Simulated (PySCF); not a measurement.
PySCF input for B(Cl)(F)(NHMe) (CH₄BClFN), SMILES CNB(F)Cl, PBE0/pcSseg-1. Geometry optimised at r2SCAN-D4/def2-SVP. This is a generated structure with no PubChem entry under its InChIKey; it may be hypothetical. The values are those of a single conformer.

```python
import numpy as np
from pyscf import gto, scf, dft
from pyscf.prop.nmr import rks as nmr

mol = gto.M(
    atom='''
    B     0.22431973   -0.10557101    0.00000000
    Cl   -0.36166526   -1.78290297    0.00000000
    F     1.54118956    0.10423747   -0.00000000
    N    -0.67209413    0.96107879   -0.00000000
    C    -0.31088665    2.36425362   -0.00000000
    H    -1.66597425    0.75937524   -0.00000000
    H    -0.69577107    2.88591383    0.89293787
    H    -0.69577107    2.88591382   -0.89293787
    H     0.78349986    2.45479223   -0.00000000
    ''',
    basis='pcSseg-1',
    charge=0,
    spin=0,
    max_memory=1600,
    verbose=3,
)
mf = dft.RKS(mol, xc='pbe0')
mf.grids.level = 3
mf.conv_tol = 1e-10
mf.max_cycle = 100
mf.kernel()
n = nmr.NMR(mf)
n.verbose = 2
n.max_cycle_cphf = 60
sigma = n.kernel()
print('atom   isotropic/ppm   span/ppm')
for i, s in enumerate(sigma):
    w = np.linalg.eigvalsh((s + s.T) / 2)
    print(f'{mol.atom_symbol(i):2s}{i + 1:3d} {w.mean():14.3f} {w[2] - w[0]:11.3f}')
```

It prints:

```
converged SCF energy = -679.875926924442
atom   isotropic/ppm   span/ppm
B   1         74.795      41.158
Cl  2        886.912     288.011
F   3        281.030     243.582
N   4        176.815     115.644
C   5        154.956      54.614
H   6         28.481      14.212
H   7         28.685      12.154
H   8         28.685      12.154
H   9         28.065       8.903
```

The run converged.
